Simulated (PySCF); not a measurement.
diarsenic anion (As2), SMILES [As]#[As] (connectivity only; charge and spin as stated), charge -1, multiplicity 2.

Geometry optimised at r2SCAN-D4/def2-TZVPD. The spin state was assumed, not searched.

Method: PySCF with PBE/def2-TZVPD.

The molecule is in vacuum. A positive occupied level means that this level leaves the electron formally unbound; only the finite basis holds it.

Problem. Estimate the frontier levels, dipole moment. (Estimate from the structure and the level; the computed values follow.)

Solution. 
| Quantity | Result |
|---|---|
| α spin, highest occupied and lowest empty level | 2.03 and 2.08 eV |
| β spin, highest occupied and lowest empty level | 0.03 and 2.25 eV |
| dipole moment about the centre of nuclear charge | 0.000 e·Å |
| ⟨S²⟩ | 0.752 (pure state 0.75) |
